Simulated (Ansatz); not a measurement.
`[H]/C=C/c1ccc(/C=C/c2ccc(/C=C/c3ccccc3)cc2)cc1`. Charge 0, multiplicity 1. Geometry PBE-D4/def2-SVP; atoms count from 1.

Cartesian coordinates in Å:
```
H 0.530 -10.563 0.468
C 0.736 -9.489 0.350
C -0.234 -8.568 0.549
C -0.115 -7.110 0.431
C 1.091 -6.451 0.093
C 1.147 -5.062 -0.007
C 0.006 -4.249 0.226
C 0.132 -2.800 0.111
C -0.840 -1.872 0.344
C -0.714 -0.425 0.231
C 0.477 0.230 -0.188
C 0.550 1.616 -0.276
C -0.562 2.440 0.047
C -0.537 3.896 -0.030
C 0.503 4.677 -0.437
C 0.530 6.137 -0.513
C -0.558 6.959 -0.124
C -0.479 8.351 -0.222
C 0.688 8.967 -0.710
C 1.777 8.171 -1.099
C 1.697 6.777 -1.000
C -1.749 1.787 0.464
C -1.823 0.397 0.551
C -1.202 -4.911 0.562
C -1.256 -6.300 0.661
H 1.763 -9.214 0.061
H -1.240 -8.924 0.834
H 2.003 -7.039 -0.092
H 2.100 -4.574 -0.269
H 1.133 -2.450 -0.192
H -1.838 -2.221 0.661
H 1.364 -0.366 -0.450
H 1.494 2.077 -0.603
H -1.477 4.386 0.277
H 1.439 4.186 -0.754
H -1.480 6.500 0.264
H -1.337 8.968 0.088
H 0.746 10.063 -0.785
H 2.696 8.641 -1.482
H 2.554 6.156 -1.307
H -2.629 2.397 0.722
H -2.761 -0.079 0.878
H -2.116 -4.326 0.746
H -2.209 -6.788 0.923
```

Single mean-field runs in def2-TZVP are fitted with def2-universal-jkfit.

Estimate the Mulliken populations of the heavy atoms from the PBE0/def2-TZVP orbitals of Ansatz.


| atom | charge (e) |
| --- | --- |
| C2 | -0.25 |
| C3 | -0.22 |
| C4 | 0.27 |
| C5 | -0.21 |
| C6 | -0.19 |
| C7 | 0.28 |
| C8 | -0.19 |
| C9 | -0.20 |
| C10 | 0.30 |
| C11 | -0.21 |
| C12 | -0.21 |
| C13 | 0.30 |
| C14 | -0.21 |
| C15 | -0.17 |
| C16 | 0.27 |
| C17 | -0.21 |
| C18 | -0.12 |
| C19 | -0.12 |
| C20 | -0.13 |
| C21 | -0.20 |
| C22 | -0.21 |
| C23 | -0.21 |
| C24 | -0.21 |
| C25 | -0.19 |
Mulliken values depend strongly on the basis.

And the Mayer bond orders between heavy atoms (over 0.3)?

C2–C3 1.89 (1.35 Å); C3–C4 1.02 (1.47 Å); C4–C5 1.31 (1.42 Å); C4–C25 1.29 (1.42 Å); C5–C6 1.49 (1.39 Å); C6–C7 1.28 (1.42 Å); C7–C8 1.04 (1.46 Å); C7–C24 1.32 (1.42 Å); C8–C9 1.74 (1.36 Å); C9–C10 1.05 (1.46 Å); C10–C11 1.28 (1.42 Å); C10–C23 1.30 (1.42 Å); C11–C12 1.52 (1.39 Å); C12–C13 1.28 (1.42 Å); C13–C14 1.06 (1.46 Å); C13–C22 1.30 (1.42 Å); C14–C15 1.75 (1.36 Å); C15–C16 1.03 (1.46 Å); C16–C17 1.34 (1.42 Å); C16–C21 1.33 (1.42 Å); C17–C18 1.48 (1.40 Å); C18–C19 1.40 (1.41 Å); C19–C20 1.42 (1.40 Å); C20–C21 1.45 (1.40 Å); C22–C23 1.45 (1.40 Å); C24–C25 1.48 (1.39 Å).
